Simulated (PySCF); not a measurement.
A structure optimised at PBE-D3(BJ)/def2-SVP, used in a PySCF frequency run:

```xyz
11

C     -2.5565    -0.5684    -1.5721
C     -1.7853     0.3490    -0.9541
Si    -0.0036     0.0077    -0.5510
N      0.5519    -1.3915    -1.3989
Cl     1.0661     1.7601    -0.9716
Br     0.2889    -0.4328     1.6275
H     -2.1556    -1.5598    -1.8447
H     -3.6124    -0.3701    -1.8253
H     -2.2084     1.3333    -0.6857
H      1.3514    -1.8959    -1.0064
H      0.6287    -1.3312    -2.4190
```
Charge 0, spin multiplicity 1.

Q: Write its SMILES and formula.

A: C=C[Si](N)(Cl)Br, C₂H₅BrClNSi

Q: What are its rotational constants (standard atomic weights)?

A: 1.5860, 1.1044, 0.82988 GHz
